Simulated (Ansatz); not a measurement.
`FCC1=C[SiH2]1`. Total charge 0; spin multiplicity 1.

```xyz
10

F    -1.746   -1.023   -1.259
C    -1.368    0.195   -0.731
C    -0.080    0.104   -0.022
C     0.746    0.918    0.635
Si    1.376   -0.772    0.604
H    -1.301    0.912   -1.557
H    -2.158    0.523   -0.047
H     0.761    1.972    0.887
H     2.479   -1.174   -0.300
H     1.291   -1.655    1.791
```

(1) Give the diagnostics of a CCSD(T)/def2-TZVPP run (frozen core, the Gaussian-basis code of Ansatz). (Estimate.)

Results:

(1) The calculation gave: T1 = 0.0122, largest single amplitude 0.024, largest double 0.066, (T) share of the correlation energy 4.0 %, 9 CCSD cycles. The RHF solution is stable towards an unrestricted one. T1 lies under the customary mark of 0.02 for closed shells.
